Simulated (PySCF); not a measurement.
Isomers of C6H14N2Si, mass 142.093 u with the commonest isotopes. Theory: PBE0/pcSseg-1 in PySCF (dipole) on a GFN2-xTB geometry, gas phase. One conformer each, none proved a minimum here; rigid rotors.

Question: Order these by rotational constant A, smallest first.
A. `[SiH3:1][NH:2]/[N:3]=[CH:4]/[CH:5]1[CH2:6][CH2:7][CH2:8][CH2:9]1` with Si1–N2–N3–C4 1°, N3–C4–C5–C6 127°, C4–C5–C6–C7 110°, C5–C6–C7–C8 33°, C6–C7–C8–C9 -42°, C7–C8–C9–C5 36°
B. `[NH2:1][CH2:2][C@:3]1([N:4]2[CH2:5][CH2:6]2)[CH2:7][CH2:8][SiH2:9]1` with H–N1–C2–C3 -74° and 167°, N1–C2–C3–N4 -163°, C2–C3–N4–C5 -94°, C3–N4–C5–C6 -112°, C2–C3–C7–C8 -103°, C3–C7–C8–Si9 -10°, C7–C8–Si9–C3 8°
C. `[CH2:1]=[CH:2][CH2:3][N:4]1[CH2:5][CH2:6][CH2:7][N:8]1[SiH3:9]` with C1–C2–C3–N4 -133°, C2–C3–N4–C5 72°, C3–N4–C5–C6 89°, N4–C5–C6–C7 16°, C5–C6–C7–N8 6°, C6–C7–N8–Si9 115°
D. `[CH3:1][CH:2]([CH3:3])[CH2:4][NH:5][CH2:6][SiH2:7][C:8]#[N:9]` with C1–C2–C4–N5 62°, C2–C4–N5–C6 180°, C4–N5–C6–Si7 178°, N5–C6–Si7–C8 63°
E. `[CH2:1]=[CH:2][N:3]([SiH3:4])[N:5]([CH3:6])[CH:7]1[CH2:8][CH2:9]1` with C1–C2–N3–Si4 1°, C2–N3–N5–C6 -112°, N3–N5–C7–C8 -68°

Answer: E (1916 MHz), B (1999 MHz), C (2349 MHz), D (2531 MHz), A (3324 MHz).

Question: Order these by out-of-plane moment Σ m c² = (Ia + Ib − Ic)/2, largest first.
A. `[SiH3:1][N:2]1[CH2:3][CH2:4][CH2:5][N:6]1[CH:7]1[CH2:8][CH2:9]1` with C5–N6–C7–C8 163°, Si1–N2–C3–C4 111°, N2–C3–C4–C5 8°, C3–C4–C5–N6 14°, C4–C5–N6–C7 90°
B. `[NH2:1][CH2:2][C@:3]1([N:4]2[CH2:5][CH2:6]2)[CH2:7][CH2:8][SiH2:9]1` with H–N1–C2–C3 -74° and 167°, N1–C2–C3–N4 -163°, C2–C3–N4–C5 -94°, C3–N4–C5–C6 -112°, C2–C3–C7–C8 -103°, C3–C7–C8–Si9 -10°, C7–C8–Si9–C3 8°
C. `[CH2:1]=[CH:2][N:3]([SiH3:4])[N:5]([CH3:6])[CH:7]1[CH2:8][CH2:9]1` with C1–C2–N3–Si4 1°, C2–N3–N5–C6 -112°, N3–N5–C7–C8 -68°
D. `[CH2:1]=[CH:2][CH2:3][N:4]1[CH2:5][CH2:6][CH2:7][N:8]1[SiH3:9]` with C1–C2–C3–N4 -133°, C2–C3–N4–C5 72°, C3–N4–C5–C6 89°, N4–C5–C6–C7 16°, C5–C6–C7–N8 6°, C6–C7–N8–Si9 115°
E. `[CH3:1][CH:2]([CH3:3])[CH2:4][NH:5][CH2:6][SiH2:7][C:8]#[N:9]` with C1–C2–C4–N5 62°, C2–C4–N5–C6 180°, C4–N5–C6–Si7 178°, N5–C6–Si7–C8 63°
F. `[SiH3:1][NH:2]/[N:3]=[CH:4]/[CH:5]1[CH2:6][CH2:7][CH2:8][CH2:9]1` with Si1–N2–N3–C4 1°, N3–C4–C5–C6 127°, C4–C5–C6–C7 110°, C5–C6–C7–C8 33°, C6–C7–C8–C9 -42°, C7–C8–C9–C5 36°

Answer: C (110.47 u·Å²), B (85.24 u·Å²), E (69.31 u·Å²), F (64.66 u·Å²), A (59.22 u·Å²), D (49.64 u·Å²).

Question: Order these by dipole moment, largest first.
A. `[CH2:1]=[CH:2][N:3]([SiH3:4])[N:5]([CH3:6])[CH:7]1[CH2:8][CH2:9]1` with C1–C2–N3–Si4 1°, C2–N3–N5–C6 -112°, N3–N5–C7–C8 -68°
B. `[SiH3:1][NH:2]/[N:3]=[CH:4]/[CH:5]1[CH2:6][CH2:7][CH2:8][CH2:9]1` with Si1–N2–N3–C4 1°, N3–C4–C5–C6 127°, C4–C5–C6–C7 110°, C5–C6–C7–C8 33°, C6–C7–C8–C9 -42°, C7–C8–C9–C5 36°
C. `[NH2:1][CH2:2][C@:3]1([N:4]2[CH2:5][CH2:6]2)[CH2:7][CH2:8][SiH2:9]1` with H–N1–C2–C3 -74° and 167°, N1–C2–C3–N4 -163°, C2–C3–N4–C5 -94°, C3–N4–C5–C6 -112°, C2–C3–C7–C8 -103°, C3–C7–C8–Si9 -10°, C7–C8–Si9–C3 8°
D. `[CH3:1][CH:2]([CH3:3])[CH2:4][NH:5][CH2:6][SiH2:7][C:8]#[N:9]` with C1–C2–C4–N5 62°, C2–C4–N5–C6 180°, C4–N5–C6–Si7 178°, N5–C6–Si7–C8 63°
E. `[CH2:1]=[CH:2][CH2:3][N:4]1[CH2:5][CH2:6][CH2:7][N:8]1[SiH3:9]` with C1–C2–C3–N4 -133°, C2–C3–N4–C5 72°, C3–N4–C5–C6 89°, N4–C5–C6–C7 16°, C5–C6–C7–N8 6°, C6–C7–N8–Si9 115°

Answer: D (3.55 D), C (1.94 D), A (1.76 D), E (1.60 D), B (0.81 D).

```tsv
SMILES	point group	Ia (u·Å²)	Ib (u·Å²)	Ic (u·Å²)	κ	μa (D)	μb (D)	μc (D)
[SiH3]N/N=C/C1CCCC1	C1	152.02	902.22	924.92	-0.99	0.28	0.70	0.29
NC[C@]1(N2CC2)CC[SiH2]1	C1	252.78	425.87	508.17	-0.62	0.23	1.01	1.63
C=CCN1CCCN1[SiH3]	C1	215.14	574.96	690.83	-0.82	0.46	1.52	0.15
CC(C)CNC[SiH2]C#N	C1	199.66	965.50	1026.53	-0.97	1.54	3.17	0.46
C=CN([SiH3])N(C)C1CC1	C1	263.84	520.45	563.34	-0.85	1.37	1.10	0.07
[SiH3]N1CCCN1C1CC1	C1	268.74	428.27	578.57	-0.39	0.10	1.66	0.34
```
